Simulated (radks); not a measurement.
Q: Species: Ru31+. Configuration: [Ne] 3s2 3p1. All-electron calculation, Dirac Kohn-Sham, relativistic LDA (MacDonald-Vosko exchange, VWN5 correlation), spin-unpolarised, spherical densities, finite nucleus; open shells fill j = l - 1/2 first; Fermi nuclear charge, rms radius 4.4809 fm. Program: a radial shooting solver on a logarithmic mesh with Libxc functionals.

Spin-orbit splittings of the eigenvalues, e(l+1/2) - e(l-1/2), with zeta = 2 splitting/(2l+1) and mean radii in bohr:

shell  occ.  splitting (eV)  zeta (eV)  <r> j=l-1/2  <r> j=l+1/2
2p        6           134.1      89.40       0.1217       0.1262
3p        1               ?          ?       0.3347       0.3415

Estimate the 3p splitting.

A: 32.92 eV (zeta = 21.95 eV).
